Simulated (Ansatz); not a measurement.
Basis sets compared for Ag(NH3)Cl (AgNClH3). Charge 0, multiplicity 1. Geometry PBE-D4/def2-TZVP. Ansatz on 4 threads of Arm Neoverse V1 on a shared host; times are rough, and most runs start from earlier orbitals.

```xyz
6

Ag   -0.706   -0.988   -0.273
N     0.517    0.723    0.200
H     0.664    0.806    1.208
H     0.081    1.590   -0.122
H     1.436    0.655   -0.243
Cl   -1.991   -2.787   -0.769
```

In the def2 sets Ag takes a core potential; there is no spin–orbit coupling.

Binding counts from free atoms (Ag doublet, N quartet, H doublet, Cl doublet) in the same basis, without a counterpoise term.

```tsv
level	functions	energy (Eh)	HOMO (eV)	LUMO (eV)	binding per atom (eV)	wall time
PBE-D4/def2-SVP	78	-663.3562	-5.24	-1.64	2.95	0.6 s
PBE-D4/def2-TZVP (with forces)	126	-663.6223	-5.47	-1.92	2.95	0.95 s
r2SCAN-D4/def2-TZVP	126	-663.8532	-5.72	-1.43	2.90	1.9 s
PBE0-D4/def2-SVP	78	-663.3829	-6.50	-0.86	2.88	0.85 s
PBE0-D4/def2-TZVP	126	-663.6435	-6.73	-1.13	2.87	1.3 s
```

(1) Estimate the rows for PBE-D4/def2-TZVPD, r2SCAN-D4/def2-TZVPD, PBE0-D4/def2-TZVPD.

Results:

(1) 
| level | functions | energy (Eh) | HOMO (eV) | LUMO (eV) | binding per atom (eV) | wall time |
| --- | --- | --- | --- | --- | --- | --- |
| PBE-D4/def2-TZVPD | 150 | -663.6247 | -5.57 | -2.06 | 2.95 | 1.1 s |
| r2SCAN-D4/def2-TZVPD | 150 | -663.8549 | -5.79 | -1.54 | 2.90 | 2.3 s |
| PBE0-D4/def2-TZVPD | 150 | -663.6453 | -6.81 | -1.31 | 2.87 | 1.4 s |
